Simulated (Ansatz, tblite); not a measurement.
Cost and result up the ladder for Ge(SiH3)4 (Si4GeH12) (17 atoms). The state is a singlet with charge 0. Geometry: r2SCAN-D4/def2-SVP.

```xyz
17

Ge    0.001    0.008    0.002
Si   -1.329    0.637    1.876
H    -1.605    2.105    1.848
H    -0.619    0.304    3.148
H    -2.630   -0.098    1.846
Si   -1.032    0.767   -2.007
H    -2.417    0.218   -2.116
H    -0.240    0.311   -3.189
H    -1.103    2.260   -2.022
Si    0.188   -2.367   -0.056
H     0.877   -2.859    1.175
H     0.974   -2.797   -1.252
H    -1.171   -2.985   -0.127
Si    2.174    0.969    0.188
H     2.072    2.442    0.422
H     2.949    0.734   -1.067
H     2.911    0.350    1.332
```

Ansatz on 4 threads of Intel Xeon on a shared host; xTB runs through tblite on one thread. Times are rough, summed over both states, and most runs start from the orbitals of an earlier one. No level here is sound enough to serve as a yardstick. The other state is a doublet.

The xTB rows come from tblite. Correlated methods freeze 29 core orbitals; core or outer-core shells of Ge are correlated, in sets that lack core-valence functions. The rows differ in basis, and correlated rows in double-zeta sets carry the largest basis error. HOMO above LUMO, or a gap near zero within one spin, warns that the state may not be the lowest or that an electron is smeared out.

Correlated methods converge slowly with the basis, most of all in double-zeta sets.

Raw xTB energies of ions are shifted by several eV.

| level | functions | vertical IE (eV) | remarks |
| --- | --- | --- | --- |
| BLYP-D4/def2-TZVP | 268 | 9.08 | gap within one spin near zero (+1 doublet) |
| CCSD(T)/def2-SVP | 164 | 9.57 | – |
| PBE-D4/def2-TZVP | 268 | 9.17 | gap within one spin near zero (+1 doublet) |
| GFN2-xTB | 57 | 11.89 | – |

Problem. Estimate how long each takes.

Solution. GFN2-xTB 0.096 s; PBE-D4/def2-TZVP 35 s; BLYP-D4/def2-TZVP 36 s; CCSD(T)/def2-SVP 5.9 min. On shared hardware such times vary by a factor of up to 3.
